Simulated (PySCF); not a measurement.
Compound: C2H11ClGe2Si.
Geometry (PBE0-D3(BJ)/def2-SVP, Å), atoms numbered from 1 in this order:
```xyz
17
C2H11ClGe2Si angstrom
Cl    -1.9671   -0.6800    2.3905
Si    -2.1843    0.4059    0.6251
C     -1.4604   -0.5657   -0.7900
Ge     0.2416   -1.4744   -0.3931
C      1.4055   -0.3101    0.6622
Ge     1.9870    1.3116   -0.2619
H     -1.4645    1.6952    0.8250
H     -3.6406    0.6729    0.4508
H     -2.1830   -1.3286   -1.1221
H     -1.3058    0.1273   -1.6347
H     -0.0518   -2.7797    0.3696
H      0.9249   -1.8206   -1.7345
H      2.2987   -0.8792    0.9643
H      0.8707   -0.0342    1.5851
H      0.7659    2.0929   -0.7892
H      2.8774    0.9393   -1.4635
H      2.7831    2.2272    0.6882
```

Level: PBE0/def2-SVPD in PySCF, non-relativistic, on one gas-phase PBE0-D3(BJ)/def2-SVP geometry that isn't relaxed in the solvent. The solvent is an IEF-PCM continuum (Bondi radii, 1.10 Å for H, scaled by 1.2), and excitations are vertical TDDFT with non-equilibrium linear response and a frozen core. Specific hydrogen bonds and non-electrostatic terms are outside this model. Spin–orbit coupling is left out although an atom past zinc is present.

Gas-phase singlets (H = HOMO, L = LUMO):

```csv
state,E (eV),λ (nm),f,leading configurations
S1,7.199,172,0.011,"H-1→L 51%, H→L 38%"
S2,7.238,171,0.005,"H-1→L 38%, H→L 32%, H-3→L 12%"
S3,7.463,166,0.001,"H→L+1 37%, H-2→L 23%, H-3→L 14%"
S4,7.572,164,0.011,"H→L+1 57%, H-2→L 20%, H→L 12%"
S5,7.706,161,0.013,"H-3→L 50%, H-2→L 30%, H-1→L+1 9%"
```

Q: Give the list for chloroform (ε = 4.711), n² = 2.09.

A: 
```csv
state,E (eV),λ (nm),f,leading configurations,change by rank (eV)
S1,7.185,173,0.021,"H-1→L 62%, H→L 30%",-0.014
S2,7.242,171,0.007,"H→L 48%, H-1→L 30%, H-3→L 13%",+0.004
S3,7.469,166,0.004,"H→L+1 32%, H-2→L 24%, H-3→L 22%",+0.006
S4,7.573,164,0.025,"H→L+1 59%, H-2→L 25%",+0.001
S5,7.670,162,0.011,"H-3→L 45%, H-2→L 36%",-0.036
```

Q: What are the lowest 5 singlets in acetonitrile (ε = 35.69)?

A: 
```
state  E (eV)  λ (nm)      f           leading configurations  change by rank (eV)
   S1   7.183     173  0.020               H-1→L 64%, H→L 27%               -0.016
   S2   7.242     171  0.006    H→L 54%, H-1→L 28%, H-3→L 11%               +0.004
   S3   7.480     166  0.004  H→L+1 28%, H-2→L 28%, H-3→L 24%               +0.017
   S4   7.584     163  0.021             H→L+1 58%, H-2→L 30%               +0.012
   S5   7.669     162  0.009             H-3→L 47%, H-2→L 30%               -0.037
```

Q: How do the frontier levels move from gas to acetonitrile?

A: 
```
orbital  gas (eV)  solvent (eV)  change (eV)
 LUMO+2      0.42          0.61        +0.19
 LUMO+1      0.10          0.32        +0.22
   LUMO     -0.12          0.01        +0.13
   HOMO     -8.43         -8.25        +0.18
 HOMO-1     -8.62         -8.44        +0.18
 HOMO-2     -8.78         -8.61        +0.17
 HOMO-3     -8.93         -8.86        +0.07
```

The HOMO–LUMO gap goes from 8.31 to 8.26 eV. Rows go by rank; for HOMO-2, HOMO-1 and HOMO the atom shares or the degeneracy differ between the runs, so the row needn't follow one orbital.

Hardware: one thread of an Arm Neoverse V1, no GPU, on a shared host. Cost: 63 s of wall time, 1.2 GiB resident at most. This is the whole response run at PBE0/def2-SVPD in acetonitrile, SCF included.
